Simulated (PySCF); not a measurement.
# C⁻ (carbon, charge -1) across methods

[He] 2s2 2p3, high-spin 4S determinant. Calculation: PySCF 2.14, in x2c-TZVPPall with one added diffuse shell each of s, p, d type (6s4p3d1f, 40 functions); the spin-free X2C one-electron Hamiltonian (Gaussian nucleus).

```
   method  E (hartree)  mean ε 2s α (eV)  mean ε 2s β (eV)  mean ε 2p α (eV)  Σ⟨r²⟩ (bohr²)   ⟨S²⟩
      UHF    -37.72404           -14.303            -5.791            -2.117          25.96  3.757
     PBE0     -37.8726            -8.212            -4.009             0.928          28.57  3.753
   revPBE     -37.9168            -6.147            -2.981             1.989          30.25  3.753
      LDA     -37.5483            -6.013            -3.022             1.828          30.33  3.755
BHandHLYP     -37.9007           -10.090            -5.183             0.048          27.54  3.754
     TPSS     -37.9326            -6.524            -2.904             1.968          29.21  3.755
      PBE     -37.8695            -6.143            -3.010             1.936          30.38  3.753
   r2SCAN     -37.9028            -7.057            -2.783             1.738          28.80  3.755
  wB97M-V     -37.9102           -10.490            -6.808            -1.137          28.70  3.751
```

The highest occupied level is positive at PBE0, revPBE, LDA, BHandHLYP, TPSS, PBE, r2SCAN: only the finite basis holds that electron, which in a density functional comes from self-interaction.
